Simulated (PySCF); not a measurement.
Level of theory: B3LYP-D3(BJ)/def2-TZVP // B3LYP-D3(BJ)/def2-SVP (PySCF). All species are isolated molecules in the gas phase. One relaxed conformer stands for a flexible species; it need not be the lowest. B3LYP has the VWN-RPA correlation part, as in Gaussian. Excitations are Tamm–Dancoff values on a coarser integration grid. The basis has no diffuse functions, so Rydberg states are missing or too high.

Reference species (SMILES): `C(=O)C1=C(C(F)(F)F)C=C[SiH2]1` (O–C–C–Si torsion 0°) (neutral, multiplicity 1).

```json
{
  "LUMO": "-3.25 eV",
  "S1 excitation (TDA)": "3.05 eV"
}
```

Changed species: `FC([Si]1(C=CC=C1)C=O)(F)F` (O–C–Si–C torsion 175°).

Task: What does the change do to the LUMO and S1 excitation (TDA)?

Result: the LUMO rises by 0.76 eV, to -2.49 eV; the S1 excitation (TDA) rises by 0.08 eV, to 3.13 eV.
